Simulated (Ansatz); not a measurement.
```yaml
atoms:
  - { symbol: B, position_ang: [0.1737, -0.0333, -0.3202] }
  - { symbol: B, position_ang: [-0.3548, 0.8228, 1.3010] }
```

Basis set: cc-pVDZ (spherical functions). Frozen core: 2 orbitals. Charge 0, multiplicity 1.

Computed with Ansatz (development build ahead of 0.2.0); the reference of a correlated method needn't be the lowest determinant of its kind. Restricted open shells among the atoms or ions are ROHF, correlated in semicanonical orbitals with singles.

Give the atomization energy at this shape (free ground-state atoms in the same class of orbitals less the molecule, no zero-point energy) of singlet B₂ by RHF-CCSDT, RHF-CCSD(T), RHF-CCSD.

```tsv
method	atomization energy
RHF-CCSDT	1.44 eV
RHF-CCSD(T)	1.43 eV
RHF-CCSD	1.10 eV
```

Caution: another spin multiplicity may lie lower; large amplitudes, a single reference is doubtful; no unrestricted run beside it, a lower state can exist; the reference determinant was not shown to be the lowest; the shape is not the minimum.
